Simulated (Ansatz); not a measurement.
Mulliken charges of `I[As](I)I` from ωB97M-V/def2-TZVPP in Ansatz (PBE0-D4/def2-TZVP geometry).

| atom | x (Å) | y (Å) | z (Å) | charge (e) |
| --- | --- | --- | --- | --- |
| I1 | 0.807 | 0.750 | 2.014 | -0.080 |
| As2 | -0.790 | -0.214 | 0.273 | 0.239 |
| I3 | 0.630 | -2.085 | -0.723 | -0.080 |
| I4 | -0.647 | 1.550 | -1.564 | -0.080 |

Task: By hand: the dipole of these point charges (1 e Å = 4.8032 D).

Result: Σ q r = (-0.252, -0.068, 0.087) e Å, of length 0.275 e Å = 1.32 D.

Task: How does the dipole of the full density compare? (Best estimate.)

Result: The calculation gave: (-0.112, -0.030, 0.039) e Å, 0.59 D; the point charges give 2.24 times that, at 0° from its direction.

Point charges leave out the atoms' own dipoles, such as those of lone pairs, and Mulliken's split depends on the basis, so the two needn't agree.
